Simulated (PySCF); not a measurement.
Species: B2H3 (charge 0, doublet). It need not be the lowest isomer of its formula. SMILES: [BH]B
Coordinates optimised at B3LYP-D3(BJ)/def2-TZVP (Ansatz):
```
B
H 1 1.1953
H 1 1.1953 2 118.30
B 1 1.5608 2 120.85 3 180.00
H 4 1.1764 3 154.73 1 -180.00
```
Charge 0, spin multiplicity 2.

Dispersion corrections to the total energy (kcal/mol) from the dftd3 and dftd4 libraries through PySCF: D3(BJ) without and D4 with the three-body term, each with the damping fitted for the functional named.

```
functional  D3(BJ)     D4
----------  ------  -----
TPSSh          [?]  -1.24
LC-wPBE      -1.07  -1.13
B2GP-PLYP      [?]  -0.41
BP86         -1.85  -1.31
HF          -11.67  -4.14
BHLYP        -1.64  -1.19
BLYP         -2.57    [?]
```

Problem. What belongs in the gaps?

Solution. 
- TPSSh, D3(BJ): -1.33
- B2GP-PLYP, D3(BJ): -0.78
- BLYP, D4: -2.34
